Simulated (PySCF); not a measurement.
CH6BeOSSi, SMILES [S](C)[Be][O][SiH3].

Geometry optimised at PBE-D3(BJ)/def2-SVP. The structure was generated by enumeration; whether it is a known compound was not checked. The values are those of a single conformer.

All values below come from PBE/def2-TZVP (PySCF).

| Property | Value |
|---|---|
| total energy | -819.07885 hartree |
| highest occupied level | -5.74 eV |
| lowest empty level | -1.21 eV |
| orbital gap | 4.53 eV |
| dipole moment | 1.40 D |
| quadrupole, principal values (traceless, Buckingham form, about the centre of nuclear charge) | -6.13, -1.26, 7.39 D·Å |
| mean static polarisability | 78.9 bohr³ (11.68 Å³) |
| polarisability, principal values | 64.4, 71.8, 100.4 bohr³ |
